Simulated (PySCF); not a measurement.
H4GeSeTe, SMILES [GeH3][Te][SeH], B3LYP/def2-SVP optimised geometry.

```
7

Te     0.12     1.60     0.00
Se    -2.41     1.13    -0.06
H     -2.59     1.08     1.41
Ge     0.86    -0.89     0.00
H      0.33    -1.60    -1.26
H      2.41    -0.89     0.00
H      0.33    -1.60     1.26
```

Density from B3LYP/def2-TZVP, def2 effective core potentials past Kr in PySCF at that geometry. The core electrons that the potentials of Te replace are not part of the density.

Minimum of the electron density along straight lines between bonded atoms, close to the bond critical point (lines longer than 1.1 times the sum of covalent radii, or with two minima, are not listed):

```json
[
 {"bond": "Te1–Se2", "length / Å": "2.576", "ρ at the minimum / e bohr⁻³": "0.077", "∇²ρ there / e bohr⁻⁵": "0.01", "position (fraction from the first atom)": "0.49"},
 {"bond": "Se2–H3", "length / Å": "1.480", "ρ at the minimum / e bohr⁻³": "0.173", "∇²ρ there / e bohr⁻⁵": "-0.31", "position (fraction from the first atom)": "0.63"},
 {"bond": "Te1–Ge4", "length / Å": "2.603", "ρ at the minimum / e bohr⁻³": "0.075", "∇²ρ there / e bohr⁻⁵": "-0.04", "position (fraction from the first atom)": "0.55"},
 {"bond": "Ge4–H5", "length / Å": "1.541", "ρ at the minimum / e bohr⁻³": "0.133", "∇²ρ there / e bohr⁻⁵": "0.05", "position (fraction from the first atom)": "0.59"},
 {"bond": "Ge4–H6", "length / Å": "1.545", "ρ at the minimum / e bohr⁻³": "0.131", "∇²ρ there / e bohr⁻⁵": "0.05", "position (fraction from the first atom)": "0.59"},
 {"bond": "Ge4–H7", "length / Å": "1.542", "ρ at the minimum / e bohr⁻³": "0.133", "∇²ρ there / e bohr⁻⁵": "0.05", "position (fraction from the first atom)": "0.59"}
]
```
